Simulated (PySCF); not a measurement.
# Two-component Hartree-Fock for Mn⁸⁺ (manganese, charge +8)

Start: [Ne] 3s2 3p5; 3p1/2 filled at m_j = +1/2; 3p3/2 filled at m_j = -3/2, -1/2, +1/2, +3/2. Calculated with PySCF 2.14 in an uncontracted even-tempered set (20 s from 0.43 bohr⁻², ratio 2.4; 14 p from 0.56 bohr⁻², ratio 2.4; 5 d from 4 bohr⁻², ratio 2.6; 4 f from 6 bohr⁻², ratio 2.6): generalised Hartree-Fock with the X2C-1e Hamiltonian and a Gaussian nucleus; one run each with spin-orbit coupling (SO) screened by Boettger's factors, then bare. This is a chosen level, not necessarily the ground level.

```json
{"spinor shell": "1s1/2", "electrons": "2", "ε, screened SO (eV)": "-6780.5", "ε, bare SO (eV)": "-6780.5", "weight of nominal j (bare SO)": "1.000", "rms radius, bare SO (bohr)": "0.0703"}
{"spinor shell": "2s1/2", "electrons": "2", "ε, screened SO (eV)": "-986.74", "ε, bare SO (eV)": "-986.75", "weight of nominal j (bare SO)": "1.000", "rms radius, bare SO (bohr)": "0.300"}
{"spinor shell": "2p1/2", "electrons": "2", "ε, screened SO (eV)": "-866.39", "ε, bare SO (eV)": "-867.04", "weight of nominal j (bare SO)": "1.000", "rms radius, bare SO (bohr)": "0.270"}
{"spinor shell": "2p3/2", "electrons": "4", "ε, screened SO (eV)": "-857.02", "ε, bare SO (eV)": "-856.73", "weight of nominal j (bare SO)": "1.000", "rms radius, bare SO (bohr)": "0.272"}
{"spinor shell": "3s1/2", "electrons": "2", "ε, screened SO (eV)": "-262.16", "ε, bare SO (eV)": "-262.16", "weight of nominal j (bare SO)": "0.999", "rms radius, bare SO (bohr)": "0.833"}
{"spinor shell": "3p1/2", "electrons": "1", "ε, screened SO (eV)": "-225.88", "ε, bare SO (eV)": "-225.99", "weight of nominal j (bare SO)": "0.997", "rms radius, bare SO (bohr)": "0.850"}
{"spinor shell": "3p3/2", "electrons": "4", "ε, screened SO (eV)": "-222.18", "ε, bare SO (eV)": "-222.14", "weight of nominal j (bare SO)": "0.998", "rms radius, bare SO (bohr)": "0.858"}
```

```tsv
quantity	screened SO	bare SO
E (hartree)	-1135.96503	-1135.96447
M_J	1/2	1/2
⟨J²⟩	0.774	0.770
⟨L²⟩	2.008	2.008
⟨S²⟩	0.753	0.753
```

Each row is a mean over spinors that exchange with the open shell spreads, by up to 3.622 eV (2p1/2).
